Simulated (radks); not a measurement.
Results of a calculation; reference values are marked as such.
Effect of the nuclear size on neutral arsenic, [Ar] 3d10 4s2 4p3. Level of theory: Dirac Kohn-Sham, BLYP, spin-unpolarised, spherical densities, finite nucleus; open shells fill j = l - 1/2 first; Fermi nuclear charge, rms radius 4.0968 fm (a radial shooting solver on a logarithmic mesh with Libxc functionals). The rms radius is varied about that value; shifts are against it.

rms radius (fm)  total energy shift (eV)  density at nucleus (e/bohr^3)  1s1/2 shift (meV)  2s1/2 shift (meV)  3s1/2 shift (meV)  3p1/2 shift (meV)  4s1/2 shift (meV)
3.6093                           -0.0889                      3.588e+04              -37.7              -3.72             -0.563              0.055             -0.046
3.9329                           -0.0310                      3.567e+04              -13.2              -1.30             -0.197              0.019             -0.016
4.0968                                 0                      3.557e+04              0.000              0.000              0.000              0.000              0.000
4.445                             0.0699                      3.538e+04               29.7               2.92              0.443             -0.043              0.037
4.8219                             0.151                      3.518e+04               64.3               6.34              0.961             -0.093              0.079

Slopes of the eigenvalues against <r^2> in GHz/fm^2, as finite differences over the two radii next to the reference (eigenvalue slopes, not the field-shift constants of lines): 1s1/2 2420, 2s1/2 238, 3s1/2 36.1, 3p1/2 -3.51, 4s1/2 2.97.
